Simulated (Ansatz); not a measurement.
Coupled-cluster diagnostics for Cu(AsH3)(SiH3) (CuSiAsH6), Ansatz.

Geometry of the singlet (PBE0-D4/def2-SVP):

| atom | x (Å) | y (Å) | z (Å) |
| --- | --- | --- | --- |
| Cu1 | -0.023 | -0.039 | 0.064 |
| As2 | 1.027 | 1.159 | -1.680 |
| H3 | 2.358 | 0.703 | -2.234 |
| H4 | 1.401 | 2.613 | -1.495 |
| H5 | 0.328 | 1.324 | -3.011 |
| Si6 | -1.060 | -1.202 | 1.746 |
| H7 | -1.510 | -2.589 | 1.360 |
| H8 | -2.310 | -0.548 | 2.278 |
| H9 | -0.211 | -1.422 | 2.973 |

Correlated methods freeze 23 core orbitals; core or outer-core shells of As are correlated, in sets that lack core-valence functions.

(1) Estimate the CCSD(T) correlation energy, the shares of MP2 and (T), T1 and the reference's ⟨S²⟩ for: charge 0, singlet, own geometry in def2-TZVP; and the rough time on 4 threads of Arm Neoverse V2 on a shared host.

Results:

(1) 
| state | basis | correlation (eV) | MP2 share (%) | (T) share (%) | T1 | ⟨S²⟩ (pure) | wall time |
| --- | --- | --- | --- | --- | --- | --- | --- |
| charge 0, singlet, own geometry | def2-TZVP | -23.693 | 98.8 | 3.8 | 0.021 | 0.00 (0.00) | 36 s |
Customary marks for T1 are 0.02 (closed shells), 0.045 (open shells) and about 0.05 (3d metals). T1 exceeds 0.02 in 1 of 1 rows and 0.045 in 0; the higher it lies, the less the single-reference result can be trusted.
